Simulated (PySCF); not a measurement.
SiH₂ClBr, SMILES Cl[SiH2]Br.

Coordinates come from a PBE-D3(BJ)/def2-TZVP optimisation.

Calculation: CAM-B3LYP/def2-TZVPD (PySCF).

Computed frontier levels, gap, dipole moment and polarisability:
```json
{
  "highest_occupied_level": "-10.05 eV",
  "lowest_empty_level": "0.22 eV",
  "orbital_gap": "10.28 eV",
  "dipole_moment": "1.25 D",
  "quadrupole, principal values (traceless, Buckingham form, about the centre of nuclear charge)": "-3.07, 0.03, 3.04 D·Å",
  "mean_static_polarisability": "62.2 bohr³ (9.22 Å³)",
  "polarisability_principal_values": "52.5, 59.1, 75.0 bohr³"
}
```
